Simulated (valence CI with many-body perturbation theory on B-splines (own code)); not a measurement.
# Gd32+: electric-dipole lines

Level of theory: configuration interaction combined with many-body perturbation theory (CI+MBPT): four valence electrons over a frozen Dirac-Fock core [Ar] 3d10, radial functions for each j: 11 s, 11 p, 9 d, 7 f, 5 g, 2 h, 1 i, with the one-electron correlation potential Σ1 (screened to all orders), the two-electron term Σ2, the three-electron term Σ3, Breit, model QED; selected single and double excitations, second order for the rest (own B-spline code, finite nucleus).

The last digits are not significant, and no measured levels were compared; by estimate large intervals hold to a few tenths of a per cent, small ones and those within an open d or f shell to about a per cent.

Lines 151 to 200 of 226 in falling wavelength, among levels below 314.83 eV, chosen from the strongest by gf and those to the six lowest levels. Wavelengths and rates use the calculated energies. Electric multipoles are in the length gauge, E1 and E2 with the static RPA response of the core. Weak lines are less certain than strong ones. Lines between different terms over intervals too small for the method are left out, as are lines whose strength nearly cancels. The highest levels of a list are the least certain.

Levels are named by their leading jj configuration (3d3/2^4 stands for four electrons in 3d with j = 3/2), which in mixed levels can hold well under half, so a name can repeat and another be missing. Letters in brackets count levels of one name in rising energy.

| λ vac (nm) | Upper | Lower | A (s⁻¹) | S (a.u.) with core polarisation | S without |
| --- | --- | --- | --- | --- | --- |
| 9.003 | (4s 4p1/2 4p3/2 4d5/2) J=1 [b] | (4s 4p1/2 4p3/2^2) J=1 [a] | 1.43e+11 | 1.54e-01 | 1.64e-01 |
| 9.001 | (4s^2 4p1/2 4f7/2) J=4 | (4s^2 4p1/2 4d5/2) J=3 | 2.11e+11 | 6.83e-01 | 7.24e-01 |
| 8.998 | (4s 4p1/2 4p3/2 4d5/2) J=3 [b] | (4s 4p1/2 4p3/2^2) J=3 | 6.96e+10 | 1.75e-01 | 1.87e-01 |
| 8.991 | (4s^2 4p3/2 4d5/2) J=2 | (4s^2 4p3/2^2) J=2 | 4.03e+11 | 7.22e-01 | 7.70e-01 |
| 8.978 | (4s 4p1/2 4p3/2 4d5/2) J=3 [a] | (4s 4p1/2 4p3/2^2) J=2 [a] | 2.26e+10 | 5.66e-02 | 6.01e-02 |
| 8.926 | (4s^2 4p1/2 4d5/2) J=2 | (4s^2 4p1/2 4p3/2) J=1 | 2.37e+11 | 4.16e-01 | 4.44e-01 |
| 8.892 | (4s^2 4p3/2 4d5/2) J=1 | (4s^2 4p3/2^2) J=0 | 4.35e+11 | 4.53e-01 | 4.83e-01 |
| 8.822 | (4s 4p1/2 4p3/2 4d5/2) J=1 [b] | (4s 4p1/2 4p3/2^2) J=0 | 2.79e+10 | 2.83e-02 | 3.01e-02 |
| 8.808 | (4s 4p1/2 4p3/2 4d5/2) J=1 [a] | (4s^2 4p1/2 4d3/2) J=2 | 2.13e+10 | 2.16e-02 | 2.30e-02 |
| 8.777 | (4s 4p1/2 4p3/2 4d5/2) J=2 [e] | (4s 4p1/2 4p3/2^2) J=1 [a] | 8.56e+10 | 1.43e-01 | 1.52e-01 |
| 8.717 | (4s^2 4p1/2 4f5/2) J=3 | (4s 4p1/2 4p3/2^2) J=2 [b] | 1.43e+11 | 3.27e-01 | 3.47e-01 |
| 8.704 | (4s^2 4p3/2 4d5/2) J=3 | (4s^2 4p3/2^2) J=2 | 4.75e+11 | 1.08e+00 | 1.15e+00 |
| 8.595 | (4s 4p1/2 4p3/2 4d5/2) J=3 [d] | (4s^2 4p1/2 4d3/2) J=2 | 1.88e+11 | 4.13e-01 | 4.39e-01 |
| 8.590 | (4s 4p1/2^2 4d5/2) J=2 | (4s 4p1/2^2 4p3/2) J=2 | 5.03e+09 | 7.87e-03 | 8.45e-03 |
| 8.580 | (4s 4p1/2 4p3/2 4d5/2) J=3 [b] | (4s 4p1/2 4p3/2^2) J=2 [a] | 2.54e+11 | 5.55e-01 | 5.90e-01 |
| 8.555 | (4s 4p1/2 4p3/2 4d3/2) J=1 [e] | (4s 4p1/2 4p3/2^2) J=0 | 1.05e+11 | 9.70e-02 | 1.04e-01 |
| 8.501 | (4s 4p1/2 4p3/2 4d5/2) J=3 [c] | (4s 4p1/2 4p3/2^2) J=2 [a] | 1.40e+10 | 2.97e-02 | 3.18e-02 |
| 8.435 | (4s^2 4p3/2 4d5/2) J=1 | (4s^2 4p3/2^2) J=2 | 1.65e+10 | 1.47e-02 | 1.58e-02 |
| 8.308 | (4s 4p1/2 4p3/2 4d5/2) J=2 [e] | (4s^2 4p1/2 4d3/2) J=2 | 8.01e+10 | 1.13e-01 | 1.21e-01 |
| 8.069 | (4s 4p1/2 4p3/2 4d3/2) J=2 [b] | (4s 4p1/2^2 4p3/2) J=1 | 1.45e+10 | 1.88e-02 | 2.00e-02 |
| 8.055 | (4s 4p1/2 4p3/2 4d3/2) J=1 [a] | (4s 4p1/2^2 4p3/2) J=2 | 7.39e+09 | 5.72e-03 | 6.10e-03 |
| 8.014 | (4s 4p1/2 4p3/2 4d3/2) J=2 [a] | (4s 4p1/2^2 4p3/2) J=2 | 3.37e+10 | 4.28e-02 | 4.57e-02 |
| 7.977 | (4s^2 4p1/2 4f5/2) J=3 | (4s^2 4p1/2 4d3/2) J=2 | 2.37e+11 | 4.16e-01 | 4.42e-01 |
| 7.940 | (4s 4p1/2 4p3/2 4d3/2) J=3 [a] | (4s 4p1/2^2 4p3/2) J=2 | 2.06e+10 | 3.56e-02 | 3.80e-02 |
| 7.890 | (4s 4p3/2^3) J=2 | (4s^2 4p1/2 4p3/2) J=2 | 1.68e+10 | 2.04e-02 | 2.17e-02 |
| 7.849 | (4s 4p1/2 4p3/2 4d5/2) J=2 [e] | (4s 4p1/2 4p3/2^2) J=2 [a] | 1.45e+10 | 1.74e-02 | 1.85e-02 |
| 7.808 | (4s 4p1/2 4p3/2 4d3/2) J=1 [e] | (4s 4p1/2 4p3/2^2) J=2 [a] | 3.78e+10 | 2.66e-02 | 2.85e-02 |
| 7.723 | (4s 4p3/2^3) J=2 | (4s^2 4p1/2 4p3/2) J=1 | 1.39e+09 | 1.57e-03 | 1.69e-03 |
| 7.682 | (4s 4p1/2 4p3/2 4d3/2) J=1 [c] | (4s 4p1/2^2 4p3/2) J=1 | 1.01e+11 | 6.81e-02 | 7.27e-02 |
| 7.514 | (4s 4p1/2 4p3/2^2) J=1 [a] | (4s^2 4p1/2^2) J=0 | 1.33e+11 | 8.37e-02 | 8.95e-02 |
| 7.497 | (4s 4p1/2 4p3/2 4d3/2) J=2 [b] | (4s 4p1/2^2 4p3/2) J=2 | 7.23e+09 | 7.52e-03 | 8.03e-03 |
| 7.487 | (4p1/2 4p3/2^3) J=1 | (4s 4p1/2^2 4p3/2) J=2 | 8.06e+09 | 5.01e-03 | 5.36e-03 |
| 7.472 | (4s^2 4p3/2 4d3/2) J=1 | (4s^2 4p1/2 4p3/2) J=2 | 4.67e+10 | 2.88e-02 | 3.08e-02 |
| 7.413 | (4s 4p1/2 4p3/2 4d5/2) J=2 [a] | (4s 4p1/2^2 4p3/2) J=2 | 1.81e+10 | 1.82e-02 | 1.95e-02 |
| 7.379 | (4s^2 4p3/2 4d3/2) J=2 | (4s^2 4p1/2 4p3/2) J=2 | 3.35e+11 | 3.32e-01 | 3.55e-01 |
| 7.373 | (4s 4p1/2 4p3/2 4d3/2) J=3 [b] | (4s 4p1/2^2 4p3/2) J=2 | 3.77e+11 | 5.23e-01 | 5.58e-01 |
| 7.366 | (4s 4p1/2 4p3/2 4d3/2) J=1 [d] | (4s 4p1/2^2 4p3/2) J=1 | 4.06e+11 | 2.40e-01 | 2.56e-01 |
| 7.322 | (4s^2 4p3/2 4d3/2) J=1 | (4s^2 4p1/2 4p3/2) J=1 | 3.73e+11 | 2.17e-01 | 2.32e-01 |
| 7.297 | (4s 4p1/2 4p3/2^2) J=1 [b] | (4s^2 4p1/2^2) J=0 | 1.55e+11 | 8.90e-02 | 9.51e-02 |
| 7.283 | (4s 4p1/2 4p3/2 4d3/2) J=3 [c] | (4s 4p1/2^2 4p3/2) J=2 | 2.41e+09 | 3.21e-03 | 3.43e-03 |
| 7.280 | (4s^2 4p3/2 4d3/2) J=3 | (4s^2 4p1/2 4p3/2) J=2 | 5.58e+11 | 7.44e-01 | 7.94e-01 |
| 7.261 | (4s 4p1/2 4p3/2 4d3/2) J=2 [d] | (4s 4p1/2^2 4p3/2) J=1 | 4.80e+11 | 4.54e-01 | 4.84e-01 |
| 7.251 | (4s 4p1/2 4p3/2 4d3/2) J=2 [c] | (4s 4p1/2^2 4p3/2) J=2 | 5.92e+11 | 5.57e-01 | 5.95e-01 |
| 7.233 | (4s^2 4p3/2 4d3/2) J=2 | (4s^2 4p1/2 4p3/2) J=1 | 2.80e+11 | 2.61e-01 | 2.79e-01 |
| 7.226 | (4s 4p1/2 4p3/2 4d3/2) J=1 [b] | (4s 4p1/2^2 4p3/2) J=2 | 5.50e+11 | 3.07e-01 | 3.28e-01 |
| 7.163 | (4s^2 4p3/2 4d3/2) J=0 | (4s^2 4p1/2 4p3/2) J=1 | 5.20e+11 | 9.43e-02 | 1.01e-01 |
| 7.161 | (4s 4p1/2 4p3/2 4d3/2) J=1 [c] | (4s 4p1/2^2 4p3/2) J=2 | 1.38e+10 | 7.53e-03 | 8.04e-03 |
| 7.157 | (4s 4p1/2 4p3/2 4d3/2) J=0 [b] | (4s 4p1/2^2 4p3/2) J=1 | 3.76e+11 | 6.81e-02 | 7.27e-02 |
| 7.113 | (4s 4p1/2 4p3/2 4d5/2) J=2 [b] | (4s 4p1/2^2 4p3/2) J=2 | 9.84e+09 | 8.74e-03 | 9.36e-03 |
| 7.092 | (4s 4p1/2 4p3/2 4d5/2) J=3 [a] | (4s 4p1/2^2 4p3/2) J=2 | 7.76e+10 | 9.56e-02 | 1.02e-01 |
